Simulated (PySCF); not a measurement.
PGME (C4H10O2), SMILES COCC(C)O. Geometry: PBE-D3(BJ)/def2-SVP. The values are those of a single conformer.

Computed equilibrium geometry at PBE-D3(BJ)/def2-SVP (PySCF confirms it by a frequency run) as a Z-matrix (one conformer of several):
```
C
O 1 1.4171
C 2 1.4074 1 113.74
H 3 1.1075 2 107.80 1 178.97
H 3 1.1171 4 108.50 2 -121.42
H 3 1.1175 4 108.71 5 -116.88
H 1 1.1186 2 111.17 3 65.57
H 1 1.1194 7 107.84 2 121.14
C 1 1.5282 7 111.25 8 120.02
O 9 1.4176 1 109.21 7 175.82
H 10 0.9793 9 104.26 1 -43.08
H 9 1.1215 10 110.55 11 74.32
C 9 1.5207 12 109.06 10 -119.42
H 13 1.1072 9 109.86 12 62.86
H 13 1.1083 14 108.42 9 121.82
H 13 1.1091 14 107.86 15 117.86
```
